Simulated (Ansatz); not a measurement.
A structure relaxed at PBE-D4/def2-SVP in Ansatz, charge 1, singlet:

```xyz
48

Ge   -2.474   -2.074   -3.205
Ge    4.163   -0.747   -1.867
Ge    2.813    2.843    0.652
P    -3.521    0.852   -0.863
Ge   -1.119    3.236    0.968
Ge    0.312    0.320   -1.267
Ge    0.002   -3.495   -0.231
Ge    2.398   -1.012    1.811
Ge   -1.559   -0.523    2.149
Ge    0.969    1.916    4.104
Ge    1.943   -0.558   -2.880
Ge   -1.852    0.166   -2.415
Ge   -2.012   -3.842   -1.575
Ge    0.697    2.639   -0.569
Ge    4.141   -1.863    0.310
Ge    2.760    1.299    2.549
Ge   -3.265    3.117   -0.213
Ge   -3.725   -0.588    1.004
Ge   -1.184    1.771    2.934
Ge    0.244   -1.215    0.643
H    -3.982   -2.037   -3.587
H    -1.626   -2.262   -4.492
H     5.068   -1.548   -2.845
H     4.729    0.692   -1.721
H     2.957    4.309    1.145
H     3.986    2.498   -0.305
H    -4.779    0.776   -1.545
H    -1.003    4.723    1.423
H     1.262   -3.772   -1.099
H    -0.013   -4.493    0.961
H     2.323   -1.917    3.079
H    -1.714   -1.504    3.349
H     1.140    3.371    4.622
H     0.934    0.932    5.305
H     1.951    0.372   -4.126
H     1.403   -1.954   -3.308
H    -2.055    1.264   -3.505
H    -1.899   -5.175   -2.364
H    -3.235   -3.932   -0.622
H     0.621    3.565   -1.820
H     5.524   -1.682    0.995
H     3.879   -3.380    0.098
H     4.124    1.369    3.299
H    -3.346    3.859   -1.573
H    -4.534    3.389    0.638
H    -4.922    0.025    1.780
H    -4.137   -1.933    0.347
H    -2.386    2.200    3.829
```

**Question.** Give its formula.

**Answer.** Ge₁₉PH₂₈⁺, a doped nanocrystal cut from the lattice of germanium (P on a surface site).

**Question.** Summarise the bond lengths by kind (pairs closer than 1.2 times the sum of covalent radii, bridged metal pairs left out).

**Answer.** 23 × Ge–Ge 2.45 to 2.46 Å; 3 × Ge–P 2.37 to 2.38 Å; 27 × Ge–H 1.55 to 1.56 Å; 1 × H–P 1.43 Å.

Single mean-field runs in def2-SVP are fitted with def2-universal-jkfit.
